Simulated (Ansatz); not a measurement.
Gas-phase electronic energies from Ansatz, PBE0-D4/def2-TZVP geometries. CBS: MP2 limit from def2 TZ/QZ plus the TZ coupled-cluster correction, frozen cores. This one scheme is used for every species. Functionals use def2-TZVPP. B3LYP here is the variant with VWN-RPA as its local correlation; programs differ in this. HSE06 is defined as in plane-wave codes. For Br outer-core shells are correlated without core-valence functions, which leaves a few kJ/mol of doubt a bond. Scalar relativity is left out up to krypton.

`F[Si]F` + HBr → `F[Si]Br` + H–F  (ligand exchange at the Si–F bond)

`F[Si]F`:

Z-matrix (Å, degrees):
```
Si
F 1 1.602
F 1 1.602 2 100.6
```

HBr:

Cartesian coordinates in Å:
```
Br -0.598 0.341 0.175
H 0.598 -0.341 -0.175
```

`F[Si]Br`:

Cartesian coordinates in Å:
```
F 1.257 0.460 0.463
Si -0.293 0.761 0.188
Br -0.964 -1.222 -0.651
```

H–F:

```xyz
2

F    -0.353    0.157    0.250
H     0.353   -0.157   -0.250
```

Question: Is it downhill or uphill in electronic energy at CCSD(T)/CBS, and by how much? (Best estimate.)

Answer: Computed: Uphill: ΔE = +51.0 kJ/mol.

Question: What do these levels give: r2SCAN-D4, HSE06-D4, r2SCAN, B3LYP, r2SCANh, LC-ωPBE, MP2/def2-SVP, HF/def2-TZVPP, CCSD/def2-TZVPP, CCSD/def2-QZVPP, CCSD(T)/def2-QZVPP, MP2/CBS(def2)? (An estimate is asked.)

Answer: Computed: r2SCAN-D4 50.7, HSE06-D4 42.2, r2SCAN 51.2, B3LYP 57.8, r2SCANh 50.6, LC-ωPBE 60.3, MP2/def2-SVP 54.8, HF/def2-TZVPP 64.3, CCSD/def2-TZVPP 59.6, CCSD/def2-QZVPP 58.9, CCSD(T)/def2-QZVPP 55.3, MP2/CBS(def2) 46.3 kJ/mol.

Largest T1 diagnostic among the species: 0.015.

Leaving LDA and LC-ωPBE aside and taking each functional with its dispersion term where it has one, the values, not all of them listed here, spread over 25.0 kJ/mol, from revPBE-D4 to CAM-B3LYP-D4. LDA lies +4.2 kJ/mol from PBE without D4. From BLYP to BHLYP (50 % exact exchange), in def2-TZVPP and without D4, ΔE moves by +3.3 kJ/mol.
